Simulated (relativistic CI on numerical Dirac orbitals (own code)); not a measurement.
Sb⁴⁷⁺: sensitivity of the levels to the model

Base calculation: Dirac-Coulomb-Breit CI, orbitals from a KLI potential per configuration, model QED, unscaled Slater integrals.

Configuration list (outside the closed core 1s2): 2s2, 2s 2p, 2p2, 2p 3s, 2p 3p, 2s 3s, 2s 3p, 2s 3d, 2s 4s, 2s 4p, 2s 4d, 2s 4f, 2s 5s, 3s2, 2s 5p, 2s 5d, 2s 5f, 2s 5g, 3s 3p, 3p2. Levels of other configurations are missing.

Variants: (1) one mean potential for all configurations. Shifts of the energy above 2s2 1S_0, in eV, for the lowest level and the first level of each name with at least 55 % of one term (blank where a level changes its place among those of its configuration and J or its character, or is not in the variant):

```tsv
Level	Base	Δ(1)
2s2 1S_0	0.00	0.00
2s 2p 3P°_0	96.71	+0.05
2s 2p 3P°_1	117.95	+0.05
2p2 3P_0	280.20	+0.24
2s 2p 3P°_2	381.30	+0.05
2s 2p 1P°_1	442.58	+0.04
2p2 3P_1	537.94	+0.21
2p2 1D_2	553.00	+0.21
2p2 3P_2	831.33	+0.16
2p2 1S_0	877.81	+0.16
2s 3s 3S_1	4773.27	-0.01
2s 3s 1S_0	4793.20	-0.02
2s 3p 3P°_0	4820.76	-0.02
2s 3p 3P°_1	4821.66	-0.02
2p 3s 3P°_0	4896.53	+0.02
2s 3p 3P°_2	4904.33	-0.03
2s 3d 3D_2	4930.69	-0.02
2s 3d 3D_3	4951.21	-0.02
2p 3p 3P_0	4957.18	+0.22
2s 3d 1D_2	4963.77	0.00
2p 3s 3P°_2	5185.86	+0.09
2p 3s 1P°_1	5193.38	+0.11
```

At this charge energies of transitions that change n are usually good to better than 1 %, and those within a shell (Δn = 0) to a few per cent.

Ionisation energy from the two ground configurations alone: base 8454.22 eV. The NIST ASD value (theoretical) is 8455 eV.

LS names give the leading component of a level, which can be under half, so a name can repeat, a term be missing and a line seem to break the LS rules.
